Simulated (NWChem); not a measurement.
# SiH4SeO2; SMILES O([Se]O)[SiH3]

```xyz
8

Se     0.3725    -0.8839     0.0832
O     -1.3176    -1.4068    -0.1533
H     -1.8393    -1.0652     0.5857
O      0.3476     0.7315    -0.7156
Si    -0.1536     2.0780     0.1651
H     -1.5015     1.8307     0.7651
H     -0.2239     3.2081    -0.8010
H      0.8115     2.3902     1.2608
```
Atoms are numbered in this order, from 1.

All runs use the structure optimised with PBE0/def2-SVP.

Q: List the 4 lowest vertical singlet excitations from CAM-B3LYP/def2-SVPD, TDA (NWChem).

A: 
```
state  energy (eV)  oscillator strength  leading excitation (squared amplitude)
-----  -----------  -------------------  --------------------------------------
S1            3.75                0.001                      HOMO → LUMO (0.93)
S2            4.41                0.004                    HOMO → LUMO+1 (0.93)
S3            5.87                0.043                    HOMO → LUMO+2 (0.92)
S4            6.68                0.005                    HOMO−1 → LUMO (0.54)
```
